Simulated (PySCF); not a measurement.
```xyz
13

C     -1.8437    -0.2857    -0.7366
C     -0.9054     0.0493     0.1476
O     -0.9704     1.1554     0.9356
C      0.3550    -0.7008     0.3864
Si     1.8932     0.2188    -0.2123
H     -1.7406    -1.1798    -1.3337
H     -2.7286     0.3231    -0.8855
H     -1.7888     1.6257     0.7486
H      0.4733    -0.8896     1.4588
H      0.3150    -1.6664    -0.1206
H      3.0819    -0.6494     0.0069
H      1.7702     0.5084    -1.6650
H      2.0890     1.4910     0.5261
```

Charge 0, multiplicity 1.

Problem. Give the Mulliken and meta-Löwdin atomic charges from PySCF with PBE-D3(BJ)/def2-TZVP // PBE0-D3(BJ)/def2-TZVP.

Solution. 
```csv
atom,Mulliken (e),meta-Löwdin (e)
C1,-0.35,-0.40
C2,0.16,0.23
O3,-0.35,-0.45
C4,-0.28,-0.45
Si5,0.14,0.44
H6,0.11,0.13
H7,0.10,0.11
H8,0.30,0.35
H9,0.12,0.14
H10,0.13,0.14
H11,-0.03,-0.08
H12,-0.02,-0.08
H13,-0.02,-0.08
```
